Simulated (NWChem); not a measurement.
C₄H₁₁Ge, doublet; SMILES [GeH3][CH]C(C)C

```xyz
16

C     -1.2962    -2.2635    -0.0132
C      0.0044    -1.4922    -0.2693
C      1.2236    -2.3943    -0.0530
C      0.0800    -0.2714     0.5978
Ge     0.0039     1.5407    -0.0439
H     -1.3651    -3.1465    -0.6690
H     -1.3425    -2.6152     1.0305
H     -2.1804    -1.6342    -0.1951
H      0.0030    -1.1807    -1.3301
H      1.2692    -2.7445     0.9914
H      2.1617    -1.8617    -0.2697
H      1.1772    -3.2825    -0.7035
H      0.1393    -0.4516     1.6800
H      0.3770     2.5226     1.0824
H     -1.4119     1.8971    -0.5561
H      0.9760     1.7251    -1.2299
```
Atoms are numbered in this order, from 1.

Computed with NWChem. Spin-unrestricted. Geometry: optimised at PBE0/def2-SVP, spin-unrestricted. No frequency run checked for a minimum. No stability test was run on the SCF state. Total energies compare along this basis series because the functional is fixed.

| level | basis functions | energy (Ha) | highest occupied level (eV) | lowest empty minus highest occupied level, either spin (eV) | dipole (D) | <S²> | relative time |
|---|---|---|---|---|---|---|---|
| UHF/def2-SVP | 143 | -2232.8193 | -9.59 | 12.35 | 0.86 | 0.764 | 1 |
| UHF/def2-SVPD | 206 | -2232.8255 | -9.56 | 11.82 | 0.86 | 0.764 | 2 |
| UHF/def2-TZVP | 238 | -2233.2494 | -9.54 | 12.12 | 0.86 | 0.765 | 2 |
| UHF/def2-TZVPP | 326 | -2233.2525 | -9.54 | 12.11 | 0.87 | 0.765 | 10 |

The last column is a rough cost ratio, cheapest run = 1.
